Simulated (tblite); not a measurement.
Compound: C₆H₅ClS₂ (charge -1 and doublet state).
Cartesian coordinates in Å at the GFN2-xTB level; atoms count from 1:
```xyz
14
C6H5ClS2 angstrom
C     -2.2269   -0.9713   -0.4173
C     -1.4753    0.2378    0.0550
S     -2.3363    1.6088    0.5503
C     -0.0911    0.2145    0.0789
C      0.8179    1.2046    0.4706
C      2.1519    0.8356    0.3605
C      2.3165   -0.4393   -0.1141
Cl     3.8154   -1.2429   -0.3858
S      0.7974   -1.2350   -0.4456
H     -1.9956   -1.8354    0.2122
H     -1.9375   -1.2260   -1.4408
H     -3.2981   -0.7829   -0.3854
H      0.4770    2.1605    0.8227
H      2.9840    1.4704    0.6167
```

Calculated harmonic vibrations of the isolated species, GFN2-xTB (tblite), most abundant isotopes, no scaling. This tight-binding method is rough: wavenumbers can miss measured ones by several per cent, in bad cases by 10 to 20. One conformer, not necessarily the lowest. Open shells enter through the occupations alone, without spin polarisation, and single modes of such species can be off by tens of per cent.

Harmonic wavenumbers (cm⁻¹): 66.3, 93.5, 103.5, 121.2, 184.2, 222.0, 260.8, 308.8, 372.6, 383.1, 416.5, 509.8, 546.3, 650.3, 691.1, 717.9, 813.0, 816.9, 924.3, 1007.6, 1009.5, 1096.1, 1145.7, 1175.0, 1260.6, 1389.5, 1401.0, 1446.9, 1481.5, 1487.2, 1500.0, 2930.9, 2952.2, 3026.4, 3094.9, 3140.0.

A = 2921, B = 512.1, C = 436.9 MHz; mass 175.952 u (most abundant isotopes); point group Cs, symmetry number 1; spin multiplicity 2.

Question: What is the zero-point energy?

Answer: ½Σν̃ = 19374 cm⁻¹ = 55.39 kcal/mol.

Question: What is S at 298.15 K and 1 bar for an ideal gas of classical rigid rotors and harmonic oscillators?

Answer: Translation 41.43, rotation 30.58, vibration 27.71, spin (R ln 2) 1.38: S = 101.1 cal/(mol K).

Question: And Cp and H(298.15 K) − H(0)?

Answer: Cp = 36.15 cal/(mol K), of which vibrations give 28.20 (their classical limit is 36 R = 71.5); H(298.15 K) − H(0) = 6.81 kcal/mol without the zero-point energy, 4.44 from vibrations.

Question: What must be added to the electronic energy to get the Gibbs energy at 298.15 K and 1 bar?

Answer: ZPE + [H(298.15 K) − H(0)] − T·S = 55.39 + 6.81 − 30.14 = 32.06 kcal/mol.

Question: Blend soft modes into free rotors: weight 1/[1 + (100 cm⁻¹/ν̃)⁴] for the oscillator and the rest for a rotor with moment μB/(μ + B), μ = h/(8π²ν), B = 10⁻⁴⁴ kg m². What vibrational entropy results?

Answer: 26.12 cal/(mol K) in place of 27.71, which changes −T·S at 298.15 K by +0.47 kcal/mol.

Question: How do the functions run with temperature in this model?

Answer: 
```tsv
T (K)	S (cal/(mol K))	Cp (cal/(mol K))	H − H(0) (kcal/mol)	G − H(0) (kcal/mol)	ln q(vib)
100	72.3	18.8	1.28	-5.95	1.40
200	88.3	28.2	3.64	-14.02	3.95
300	101.3	36.3	6.87	-23.52	6.50
500	123.0	49.0	15.49	-46.03	11.33
800	148.8	60.1	32.04	-86.97	17.83
1000	162.7	64.6	44.54	-118.15	21.69
```

q(vib) and H(0) count from the zero-point level.

Hindered rotation and anharmonicity are outside this model. Other conformers, if any are populated, would add a mixing term that is left out.

The run took 0.66 s wall on one thread of an Arm Neoverse V1, shared host with 32 logical CPUs at a one-minute load of 24. This covers the Hessian and the dipole derivatives.
